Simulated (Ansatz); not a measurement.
Input file for Ansatz (a quantum-chemistry and plane-wave program): R-wB97M-V/def2-TZVPP on BeH2S (SMILES [BeH][SH]), atoms moved off the minimum.

Ansatz 0.2 input:
```yaml
crystal:
  periodic: [false, false, false]
  atoms:
    - {symbol: Be, position_ang: [-0.85693933, -0.90968970, -1.10617144]}
    - {symbol: H, position_ang: [-1.50587417, -1.04964143, -1.83144813]}
    - {symbol: S, position_ang: [0.24922604, 0.10779883, 0.34174862]}
    - {symbol: H, position_ang: [0.64718863, -0.82390910, 0.93210442]}
basis:
  gaussian:
    orbitals: def2-TZVPP
hamiltonian:
  xc: {name: wB97M-V}
scf: {lower_state_search: off}
output: {forces: true}
```

The log:

```
WARN ansatz: RAYON_NUM_THREADS=1 ignored (pool sized by the plan → 1); use --threads N
Functional definition: wB97M-V
these checks for a lower state are left out or cut short: stability, starts, cluster_reference, orbital_swaps, neighbouring_geometries, increment
integrals: 0.03 GiB planned
550 factors; their error is unknown
integrals: 0.06 GiB planned
150 factors; integrals over basis functions are off by at most 4.1e-5 eV
mean field: 0.27 GiB planned
mean field evaluation 1: about -11266.0674 eV, gradient 1.7e1 eV
mean field evaluation 2: about -11266.7283 eV, gradient 1.1e1 eV
mean field evaluation 4: about -11266.9841 eV, gradient 3.5e-1 eV
mean field evaluation 8: about -11266.9886 eV, gradient 1.0e-2 eV
mean field evaluation 16: about -11266.9886 eV, gradient 4.2e-6 eV
mean field -11266.98856863 eV, -414.0541928580 hartree, gradient 4.2e-6 eV, S^2 0.000000; 0 other end points of the search recorded, 0 dependent functions left out
the calculation of the forces begins
reference -11266.98861279 eV, -414.0541944808 hartree; 11, 11 occupied and 78, 78 virtual orbitals, 550 factors
Total energy: -11266.98861279 eV, -414.0541944808 hartree
Atom 0 at    -0.856939    -0.909690    -1.106171 Å, force     8.638193     3.222544    10.080567 eV/Å
Atom 1 at    -1.505874    -1.049641    -1.831448 Å, force    -7.663975    -2.091859    -8.718624 eV/Å
Atom 2 at     0.249226     0.107799     0.341749 Å, force    -3.321285     4.428143    -4.835215 eV/Å
Atom 3 at     0.647189    -0.823909     0.932104 Å, force     2.347067    -5.558827     3.473273 eV/Å
Dipole moment:    -0.038736    -0.387339    -0.088202 e Å
Checks for a lower state left out: stability, starts, cluster_reference, orbital_swaps, neighbouring_geometries, increment
```

The calculation finished and met its thresholds.

Cost: around 2.0 core-seconds (rough).
